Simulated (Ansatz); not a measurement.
| atom | x (Å) | y (Å) | z (Å) |
| --- | --- | --- | --- |
| H | 0.0355 | -0.0349 | -1.3785 |
| Br | 0.0431 | 0.0232 | 0.0499 |

Basis set: def2-TZVP (spherical functions). Left uncorrelated: 9 orbitals. Charge 0, multiplicity 1.

Computed with Ansatz (development build ahead of 0.2.0); each method stands on the lowest determinant of its kind that the runs found. Restricted open shells among the atoms or ions are ROHF, correlated in semicanonical orbitals with singles.

Problem. Give the atomization energy at this shape (free ground-state atoms in the same class of orbitals less the molecule, no zero-point energy) of singlet HBr by RHF-MP2, RHF.

Solution.

```json
{"method": "RHF-MP2", "atomization energy": "88.22 kcal/mol"}
{"method": "RHF", "atomization energy": "67.51 kcal/mol"}
```
